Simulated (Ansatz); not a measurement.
`[NH2][SnH2][Br]` + H₂ → `[Br][SnH3]` + NH₃ at 600 K and 1 bar (hydrogenolysis of the Sn–N bond).

Calculated with Ansatz (gas phase, PBE0-D4/def2-TZVP geometries, no zero-point term in ΔE). CBS: MP2 limit from def2 TZ/QZ plus the TZ coupled-cluster correction, frozen cores. This one scheme is used for every species. Elements past krypton have def2 core potentials. For Br, Sn outer-core shells are correlated without core-valence functions, which leaves a few kJ/mol of doubt a bond. Scalar relativity is left out up to krypton. Each species was taken in one conformer, which may not be the lowest.

```json
{"species": "`[NH2][SnH2][Br]`", "CCSD(T)/CBS energy (Eh)": "-2844.49555", "H − E (kJ/mol)": "153.1", "S (J/(mol·K))": "413.4"}
{"species": "H₂", "CCSD(T)/CBS energy (Eh)": "-1.17544", "H − E (kJ/mol)": "43.9", "S (J/(mol·K))": "150.8"}
{"species": "`[Br][SnH3]`", "CCSD(T)/CBS energy (Eh)": "-2789.16986", "H − E (kJ/mol)": "90.5", "S (J/(mol·K))": "337.8"}
{"species": "NH₃", "CCSD(T)/CBS energy (Eh)": "-56.50880", "H − E (kJ/mol)": "112.4", "S (J/(mol·K))": "219.5"}
```

H − E and S are ideal-gas, rigid-rotor, harmonic terms from PBE0-D4/def2-TZVP, for one conformer and one mirror image of each species. The MP2-based limit puts H₂ 0.8 mEh under its directly extrapolated value; such offsets cancel only in part. 1 Eh = 2625.50 kJ/mol, R = 8.31446 J/(mol·K).

Problem. By hand: ΔE, ΔH, ΔS and ΔG.

Solution. ΔE = (-2789.16986) + (-56.50880) − (-2844.49555) − (-1.17544) = -0.00767 Eh = -20.1 kJ/mol. Δ(H − E) = 90.5 + 112.4 − 153.1 − 43.9 = 5.9, so ΔH = -14.2 kJ/mol. ΔS = 337.8 + 219.5 − 413.4 − 150.8 = -6.9 J/(mol·K). ΔG = -14.2 − 600 × (-6.9)/1000 = -10.1 kJ/mol.

Problem. By hand: the equilibrium constant, and the temperature at which ΔG would vanish if ΔH and ΔS stayed fixed.

Solution. log₁₀ K = −ΔG/(RT ln 10) = 0.9. ΔG = 0 at ΔH/ΔS = 2058 K, though so small a ΔS makes that figure unsure.

The number of gas molecules stays the same, so ΔS is small and ΔH decides. A doubt of 5 kJ/mol in ΔE shifts log₁₀ K by 0.4 here. Other conformers and mirror images would add mixing entropy, several J/(mol·K) or more a flexible species. These are equilibria of isolated gas molecules and say nothing of rates. Largest T1 diagnostic: 0.011 (customary marks: 0.02 for closed shells, 0.045 for open ones).
